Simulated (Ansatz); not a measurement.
Species: sum formula SnOH, net charge 1, singlet state. It need not be the lowest isomer of its formula. 
Structure (B3LYP-D3(BJ)/def2-TZVP (Ansatz, a first-principles code) minimum search):
```
O
H 1 0.9642
Sn 1 1.8755 2 180.00
```
Charge +1, spin multiplicity 1.

Quantity: vertical electron affinity (to the doublet state of charge +0; a negative value means that the extra electron is unbound and the number depends on the basis; each state is the SCF solution reached for its spin), in eV. Valence correlation only, unless marked. Open shells are spin-unrestricted. No spin-orbit coupling. The frozen core is the preceding noble-gas configuration, with the filled d and f shells of earlier blocks. Past Kr the def2 sets carry scalar-relativistic core potentials. Basis-set limits of correlation are two-point, X^-3; Hartree-Fock from the larger set.

| level | program | vertical electron affinity (eV) |
|---|---|---|
| SVWN5/def2-TZVPD | Ansatz | 6.30 |
| PBE/def2-TZVPD | Ansatz | 6.18 |
| r2SCAN/def2-TZVPD | Ansatz | 6.33 |
| B3LYP/def2-TZVPD | Ansatz | 6.30 |
| PBE0/def2-TZVPD | Ansatz | 6.30 |
| BHLYP/def2-TZVPD | Ansatz | 6.28 |
| CAM-B3LYP/def2-TZVPD | Ansatz | 6.36 |
| wB97M-V/def2-TZVPD | Ansatz | 6.26 |
| wB97X-V/def2-TZVPD | Ansatz | 6.23 |
| wB97X/def2-TZVPD | Ansatz | 6.21 |
| CCSD/def2-SVPD | Ansatz | 6.08 |
| CCSD/def2-TZVPPD | Ansatz | 6.17 |
| CCSD/def2-QZVPPD | Ansatz | 6.20 |
| CCSD/CBS(def2-TZVPPD,def2-QZVPPD) | Ansatz | 6.23 |
| CCSD(T)/def2-SVPD | Ansatz | 6.06 |
| CCSD(T)/def2-TZVPPD | Ansatz | 6.16 |
| CCSD(T)/def2-QZVPPD | Ansatz | 6.19 |
| CCSD(T)/CBS(def2-TZVPPD,def2-QZVPPD) | Ansatz | 6.22 |
